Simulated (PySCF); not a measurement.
C₂H₃AuN, neutral, multiplicity 2. Atoms are numbered in the order given.

```xyz
7

Au     0.0285    -0.7405     0.0000
C      0.2416     3.7075     0.0000
N     -0.2147     2.3703     0.0000
C     -0.5497     1.2449     0.0000
H      0.8544     3.8948    -0.8953
H     -0.6116     4.4036     0.0000
H      0.8544     3.8948     0.8953
```
Charge 0, spin multiplicity 2.

Geometry: B3LYP-D3(BJ)/def2-SVP. A frequency run showed that this geometry is not a minimum. The spin state was assumed, not searched. The isomer is the one that the SMILES or the coordinates give; other isomers of the formula were not compared. The def2 effective core potentials stand for the cores of Au; spin–orbit coupling is left out.

Method: PBE0/def2-TZVPD run with PySCF.

Mulliken values depend strongly on the basis, most of all with diffuse functions as here. ESP charges are fitted to the potential on shells at 1.4 to 2.0 van der Waals radii. Atomic charges (e):

```tsv
atom	ESP fit	Mulliken	Mulliken spin
Au1	(withheld)	-0.33	0.83
C2	(withheld)	-0.57	0.00
N3	(withheld)	0.06	0.01
C4	-0.05	0.13	0.15
H5	0.23	0.24	0.00
H6	0.21	0.23	0.00
H7	0.23	0.24	0.00
```

### Question
What belongs in the gaps? (Estimate from the structure and the level; the computed values follow.)

### Answer

- Au1, ESP fit: -0.23
- C2, ESP fit: -0.60
- N3, ESP fit: 0.21
